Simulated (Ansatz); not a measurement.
Reaction (isomerisation): `C=NC[SiH2]C` → `CC([SiH3])C=N`

Program: Ansatz. Geometries: PBE0-D4/def2-TZVP. ΔE: electronic, gas phase. CCSD(T)/CBS adds triple-zeta CCSD(T) − MP2 to the extrapolated MP2 energy (def2 sets, frozen cores). DFT in def2-TZVPP. One conformer a species, not always the lowest.

(1) Is it downhill or uphill in electronic energy at CCSD(T)/CBS, and by how much? (An estimate is asked.)

(2) What do these levels give: PBE-D4, r2SCAN-D4, PBE0-D4, B2PLYP, PBE, r2SCAN, PBE0, MP2/def2-TZVPP, CCSD/def2-TZVPP, CCSD(T)/def2-TZVPP, HF/CBS(def2), MP2/CBS(def2)? (Estimate.)

Largest T1 diagnostic among the species: 0.012.

Answers

(1) Computed: Uphill: ΔE = +6.7 kJ/mol.

(2) Computed: PBE-D4 10.2, r2SCAN-D4 10.3, PBE0-D4 8.4, B2PLYP 11.0, PBE 11.8, r2SCAN 10.7, PBE0 9.7, MP2/def2-TZVPP 5.5, CCSD/def2-TZVPP 6.2, CCSD(T)/def2-TZVPP 5.7, HF/CBS(def2) 8.4, MP2/CBS(def2) 6.5 kJ/mol.
